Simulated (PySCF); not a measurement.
## Vibration and rotation of RbSr

PBE0 constants of RbSr, ²Σ⁺ (doublet), unpaired electrons σ ↑ (basis Rb x2c-TZVPall, Sr x2c-TZVPall; spin-free X2C with a Gaussian nucleus; PySCF 2.14; masses 84.9118 and 87.9056 u):

- ωe: 44.4 cm⁻¹
- ωexe: 0.269 cm⁻¹
- Be: 0.018154 cm⁻¹
- αe: 0.000120 cm⁻¹
- De to Rb + Sr: 0.196 eV

(1) What force constant and bond length do these constants imply?

(2) Estimate the centrifugal constant D from the Kratzer relation and find the Dunham coefficient a1.

The bond is weak. Basis-set superposition, not corrected here, can be much of De in a small basis, most of all at correlated wavefunction levels. Functionals without a dispersion term scatter widely for such bonds, and LDA overbinds them. Spin–orbit coupling is left out. The state is the lowest determinant that a PBE0 search found; another state may lie lower at other levels.

Answers

(1) Reduced mass μred = 43.191 u; k = 5.8918×10⁻⁷·μred·ωe² (u, cm⁻¹, mdyn/Å) = 0.0502 mdyn/Å; Re = √(16.8576/(μred·Be)) (u, cm⁻¹, Å) = 4.637 Å.

(2) D = 4Be³/ωe² = 1.21e-08 cm⁻¹; a1 = −1 − αeωe/(6Be²) = -3.69.
